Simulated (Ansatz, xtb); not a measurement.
**C4H3BrN2O: 9 structures ranked**

9 gas-phase structures of C4H3BrN2O, from a drawn sample of its isomers (lower ones may exist). Each was relaxed with GFN2-xTB; where two conformers were screened, the lower at r2SCAN-D4/def2-SVP is listed:

A. `O=Cn1cncc1Br`, a singlet
B. `O=Cc1[nH]cnc1Br`, a singlet
C. `O=Cc1nc[nH]c1Br`, a singlet
D. `O=Cc1c[nH]c(Br)n1`, a singlet
E. `O=Cc1cnc(Br)[nH]1`, a singlet
F. `O=Cn1ccnc1Br`, a singlet
G. `O=Cc1nc(Br)c[nH]1`, a singlet
H. `O=Cn1cnc(Br)c1`, a singlet
I. `O=Cc1ncc(Br)[nH]1`, a singlet

Estimate their order in r2SCAN-D4/def2-SVP energy at these geometries, lowest first.

Calculated order at r2SCAN-D4/def2-SVP: B (0.0), G (0.7), E (1.2), I (2.0), D (3.6), H (4.0), F (4.9), C (5.1), A (6.5) kcal/mol. Less than 1 kcal/mol parts B and G; G and E; E and I; D and H; H and F; F and C, so the order within those pairs means little.

Energies above the lowest of each column, in kcal/mol; the last columns are at PBE-D3(BJ)/def2-SVP geometries and were run for some of them only (a dash: not run or not comparable):

```csv
structure,GFN2-xTB,HF/STO-3G,r2SCAN-D4/def2-SVP,PBE-D3(BJ)/def2-SVP,CCSD(T)/def2-SVP + ΔMP2/def2-TZVPP
B,4.5,2.5,0.0,0.0,0.0
G,6.2,2.7,0.7,0.9,1.0
E,5.2,3.0,1.2,1.3,1.2
I,6.6,3.8,2.0,1.9,2.0
D,7.0,2.4,3.6,3.7,2.7
H,0.4,0.0,4.0,3.9,2.2
F,0.0,0.3,4.9,–,–
C,8.0,3.8,5.1,–,–
A,1.1,1.7,6.5,–,–
```

CCSD(T)/def2-SVP + ΔMP2/def2-TZVPP puts B lowest of those it was run on, with G within 1 kcal/mol; GFN2-xTB picks F, HF/STO-3G picks H. CCSD(T)/def2-SVP + ΔMP2/def2-TZVPP orders those it was run on as B (0.0), G (1.0), E (1.2), I (2.0), H (2.2), D (2.7) kcal/mol. Less than 1 kcal/mol parts B and G; G and E; E and I; I and H; H and D, so the order within those pairs means little. Flexible structures stand in one conformer each, not always the lowest. Frequencies (GFN2-xTB) were run for B, D, E, G, H, I alone. ΔMP2 is the change of the MP2 energy from the smaller to the larger basis.

Over these structures GFN2-xTB departs from r2SCAN-D4/def2-SVP by 3.9 kcal/mol on average once a common shift is removed. A GFN2-xTB relaxation took about 0.058 s and the r2SCAN-D4/def2-SVP energy about 3.6 s on a shared host (Ansatz 0.2.0, xtb 6.7.1).
